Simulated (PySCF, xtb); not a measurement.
H₆Te, SMILES [TeH6].

Harmonic wavenumbers (cm⁻¹) from xtb with GFN2-xTB at its own minimum, in rising order: 838, 838, 838, 896, 896, 896, 1017, 1017, 1017, 1623, 1623, 1623, 1736, 1736, 1825.

**Question.** What does B3LYP-D3(BJ)/def2-TZVP (PySCF 2.14.0) give at its own minimum? (An estimate is asked for; the answer gives what the named calculation found.)

**Answer.** 856, 856, 856, 934, 934, 934, 1028, 1028, 1028, 1740, 1740, 1740, 1756, 1756, 1918. Paired by order, the mean absolute difference is 46 cm⁻¹ and the zero-point energies are 26.3 and 27.3 kcal/mol.
